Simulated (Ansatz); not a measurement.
```yaml
crystal:
  periodic: [false, false, false]
  atoms:
    - {symbol: C, position_ang: [-1.443970, -1.008726, 1.462805]}
    - {symbol: In, position_ang: [0.580060, -0.696379, 0.917705]}
    - {symbol: F, position_ang: [2.089201, -1.472801, 1.869870]}
    - {symbol: O, position_ang: [1.353846, 0.363678, -0.551868]}
    - {symbol: Si, position_ang: [0.825704, 1.273025, -1.790668]}
    - {symbol: H, position_ang: [-2.067615, -0.980212, 0.570979]}
    - {symbol: H, position_ang: [-1.533855, -1.972099, 1.961169]}
    - {symbol: H, position_ang: [-1.749022, -0.215156, 2.144587]}
    - {symbol: H, position_ang: [1.295619, 2.678635, -1.649891]}
    - {symbol: H, position_ang: [1.320145, 0.733085, -3.086708]}
    - {symbol: H, position_ang: [-0.670112, 1.296950, -1.847970]}
basis:
  gaussian: {orbitals: def2-TZVP}
total_charge: -1
magnetization: {spin_polarized: true, initial_magnetization: 1}
hamiltonian: {xc: {name: PBE0-DH}}
output: {forces: true}
```

```sh
$ ansatz run in.yaml --threads 2 --pin off --events-out ev --progress --plain --max-ram 32768MiB --backend cpu
```

Output, abridged:

```
Functional definition: PBE0-DH
1605 factors; integrals over basis functions are off by at most 1.3e-3 eV
mean field evaluation 1: about -18933.8035 eV, gradient 3.4e1 eV
mean field evaluation 2: about -18933.8735 eV, gradient 3.4e1 eV
mean field evaluation 4: about -18938.4642 eV, gradient 6.0e0 eV
mean field evaluation 8: about -18938.6105 eV, gradient 3.7e-1 eV
mean field evaluation 16: about -18938.6125 eV, gradient 7.0e-3 eV
mean field evaluation 32: about -18938.6246 eV, gradient 2.0e-6 eV
mean field -18938.62458954 eV, -695.9816166049 hartree, gradient 1.3e-6 eV, S^2 0.755447; 3 other end points of the search recorded, 0 dependent functions left out
12 core orbitals not correlated: weight in the atoms' cores, before any rotation towards them, 1.000 or more for the frozen orbitals, at most 0.000 for the correlated occupied ones
reference -18938.62462697 eV, -695.9816179804 hartree; 21, 20 occupied and 183, 184 virtual orbitals, 1605 factors
second order -36.23361801 eV of doubles, -0.00000000 eV of singles
Total energy: -18943.15382922 eV, -696.1480630932 hartree
Atom 0 at    -1.443970    -1.008726     1.462805 Å, force    -1.244795    -0.582252     0.130469 eV/Å
Atom 1 at     0.580060    -0.696379     0.917705 Å, force    -0.213374     0.756151     0.892456 eV/Å
Atom 2 at     2.089201    -1.472801     1.869870 Å, force     1.096122    -0.929977     0.656532 eV/Å
Atom 3 at     1.353846     0.363678    -0.551868 Å, force     0.492609     1.189689    -2.177926 eV/Å
Atom 4 at     0.825704     1.273025    -1.790668 Å, force     0.283699    -0.758204     1.082518 eV/Å
Atom 5 at    -2.067615    -0.980212     0.570979 Å, force    -0.219587    -0.033352    -0.081455 eV/Å
Atom 6 at    -1.533855    -1.972099     1.961169 Å, force    -0.188097    -0.169167     0.101473 eV/Å
Atom 7 at    -1.749022    -0.215156     2.144587 Å, force     0.087150     0.105871     0.034004 eV/Å
Atom 8 at     1.295619     2.678635    -1.649891 Å, force    -0.044087     0.132853    -0.212190 eV/Å
Atom 9 at     1.320145     0.733085    -3.086708 Å, force    -0.047091     0.149980    -0.221819 eV/Å
Atom 10 at    -0.670112     1.296950    -1.847970 Å, force    -0.002550     0.138410    -0.204064 eV/Å
Dipole moment:    -0.390426    -0.147266    -0.231454 e Å
```

Hardware: 2 threads of a server CPU on a shared host. Wall time 2.1 min, peak host memory 1.2 GiB.
